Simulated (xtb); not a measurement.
Be(OSiH3)2 (BeH6O2Si2), SMILES [SiH3][O][Be][O][SiH3]. All values are semi-empirical tight-binding results from xtb (GFN2-xTB unless named), good for trends rather than for accurate numbers. Geometry optimised at GFN2-xTB. The structure was generated by enumeration; whether it is a known compound was not checked. The values are those of a single conformer.

Optimised geometry:

Bonded distances (Å): Be1–O2 1.404, Be1–O7 1.404, O2–Si3 1.611, Si3–H4 1.464, Si3–H5 1.464, Si3–H6 1.464, O7–Si8 1.611, Si8–H9 1.464, Si8–H10 1.464, Si8–H11 1.464. Bond angles (°): O2–Be1–O7 179.9, Be1–O2–Si3 179.8, O2–Si3–H4 106.8, O2–Si3–H5 106.8, O2–Si3–H6 106.8, H4–Si3–H5 112.0, H4–Si3–H6 112.0, H5–Si3–H6 112.0, Be1–O7–Si8 179.8, O7–Si8–H9 106.8, O7–Si8–H10 106.8, O7–Si8–H11 106.8, H9–Si8–H10 112.0, H9–Si8–H11 112.0, H10–Si8–H11 112.0.

For metal compounds this method's bond lengths and energies can be far off.

```
Quantity                                      Result
-------------------------------------  -------------
point group as xtb finds it                       D3
orbital gap                                  6.04 eV
zero-point energy                      36.5 kcal/mol
G − E(el) at 298.15 K (modified RRHO)  16.1 kcal/mol
```

Computed atomic charges and the Wiberg bond orders between heavy atoms:
charges (e) Be1 0.66, O2 -0.55, Si3 0.51, H4 -0.10, H5 -0.10, H6 -0.10, O7 -0.55, Si8 0.51, H9 -0.10, H10 -0.10, H11 -0.10. Bond orders Be1–O2 1.06, O2–Si3 1.10, Be1–O7 1.06, O7–Si8 1.10.
